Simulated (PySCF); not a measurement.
Match the calculated data to a structure.

All candidates are C5H5OP.

| technique | computed result |
| --- | --- |
| Rotational structure | rotational constants A, B, C: 7.049, 1.521, 1.251 GHz [GFN2-xTB] |
| Dipole | 1.20 D [CAM-B3LYP/def2-SVPD] |
| Triplet | lowest triplet excitation (Tamm–Dancoff): 2.84 eV [TDA CAM-B3LYP/def2-SVPD] |
| UV, first state | lowest singlet excitation: 4.77 eV (260 nm, f = 0.241) [TDDFT CAM-B3LYP/def2-SVPD] |
| 13C NMR | chemical shifts (computed TMS as zero) by class: 189.0 (1 C), 167.2 (1 C), 134.1 (1 C), 132.7 (1 C), 121.8 (1 C) ppm [GIAO PBE0/pcSseg-1] |
| 1H NMR | chemical shifts (computed TMS as zero) by class: 8.91 (1 H), 7.15 (1 H), 6.87 (1 H), 6.31 (1 H), 5.61 (1 H) ppm [GIAO PBE0/pcSseg-1] |

The electronic properties come from PySCF, for the isolated species, density fitting. Levels stand in brackets. Geometry: GFN2-xTB, one conformer, isolated molecule. Each NMR value is the plain mean over a class of atoms that symmetry, rotation or inversion makes alike.

Question: Which candidate is it?
A. `C#CC[P@@H](=O)C#C`
B. `C=Cc1cpco1`
C. `C=Cc1occp1`
D. `C=Pc1ccco1`

Answer: B. It is `C=Cc1cpco1`. Numbering: `[CH2:1]=[CH:2][c:3]1[cH:4][p:5][cH:6][o:7]1`. 5 carbons fall into 5 classes; from least to most shielded: aromatic CH next to a ring oxygen [C6] (189.0 ppm), substituted aromatic carbon [C3] (167.2 ppm), alkene CH carbon [C2] (134.1 ppm), aromatic CH carbon [C4] (132.7 ppm), terminal =CH2 carbon [C1] (121.8 ppm). Hydrogen classes from least to most shielded: 1 H on an aromatic CH next to a ring oxygen, C6 (8.91 ppm), 1 H on an aromatic CH carbon, C4 (7.15 ppm), 1 H on an alkene CH carbon, C2 (6.87 ppm), 1 H on a terminal =CH2 carbon, C1 (6.31 ppm), 1 H on a terminal =CH2 carbon, C1 (5.61 ppm). The optimised geometry has point group Cs and is an asymmetric top.

The others, at the same levels:
- `C=Pc1ccco1` fails: its computed 13C shifts are 167.7 (1 C), 165.5 (1 C), 151.0 (1 C), 129.1 (1 C), 119.0 (1 C) ppm, 1H shifts are 8.87 (1 H), 7.89 (1 H), 7.71 (1 H), 7.18 (1 H), 6.76 (1 H) ppm and lowest singlet excitation is 4.43 eV (280 nm, f = 0.302) (against 4.77 eV).
- `C=Cc1occp1` fails: its computed 13C shifts are 206.3 (1 C), 151.9 (1 C), 138.0 (1 C), 133.4 (1 C), 121.1 (1 C) ppm, 1H shifts are 7.93 (1 H), 7.40 (1 H), 7.00 (1 H), 6.81 (1 H), 5.61 (1 H) ppm and rotational constant A is 4.803 GHz (against 7.049 GHz).
- `C#CC[P@@H](=O)C#C` fails: its computed 13C shifts are 97.9 (1 C), 83.4 (1 C), 80.8 (1 C), 77.6 (1 C), 26.0 (1 C) ppm, 1H shifts are 7.41 (1 H), 3.04 (1 H), 2.94 (1 H), 2.34 (1 H), 1.57 (1 H) ppm and rotational constant A is 2.981 GHz (against 7.049 GHz).

Each candidate is one conformer, not necessarily the lowest. The conformers computed, where there is a choice (atom-mapped SMILES and torsion angles):
- `[CH2:1]=[CH:2][c:3]1[cH:4][p:5][cH:6][o:7]1`: C1–C2–C3–C4 180°
- `[CH2:1]=[P:2][c:3]1[cH:4][cH:5][cH:6][o:7]1`: C1–P2–C3–C4 180°
- `[CH2:1]=[CH:2][c:3]1[o:4][cH:5][cH:6][p:7]1`: C1–C2–C3–O4 180°
- `[CH:1]#[C:2][CH2:3][P@@H:4](=[O:5])[C:6]#[CH:7]`: C2–C3–P4–O5 176°
